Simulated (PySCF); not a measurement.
B(H)2(NCO) (CH2BNO), SMILES O=C=NB. Heavy atoms are numbered as in [BH2:1][N:4]=[C:5]=[O:6]. Hydrogens are named by the atom that carries them.

Coordinates come from a B3LYP-D3(BJ)/def2-SVP optimisation.

Method: PBE0/pcSseg-2 in PySCF.

GIAO shieldings, no solvent; atoms alike by connectivity are averaged. δ = σ(ref) − σ: ¹¹B against BF3 (σ = 88.8 ppm); ¹H against TMS (σ = 31.54 ppm); ¹⁵N against NH3 (σ = 263.3 ppm); ¹³C against TMS (σ = 186.1 ppm); ¹⁷O against H2O (σ = 327.8 ppm), references at their B3LYP-D3(BJ)/def2-TZVP geometries, non-relativistic.

```json
[
 {"nucleus": "¹¹B", "atoms": "B1 (BH2)", "count": "1", "δ (ppm)": "42.9"},
 {"nucleus": "¹H", "atoms": "H on B1", "count": "2", "δ (ppm)": "6.05"},
 {"nucleus": "¹⁵N", "atoms": "N4", "count": "1", "δ (ppm)": "102.6"},
 {"nucleus": "¹³C", "atoms": "C5", "count": "1", "δ (ppm)": "145.0"},
 {"nucleus": "¹⁷O", "atoms": "O6", "count": "1", "δ (ppm)": "202.6"}
]
```
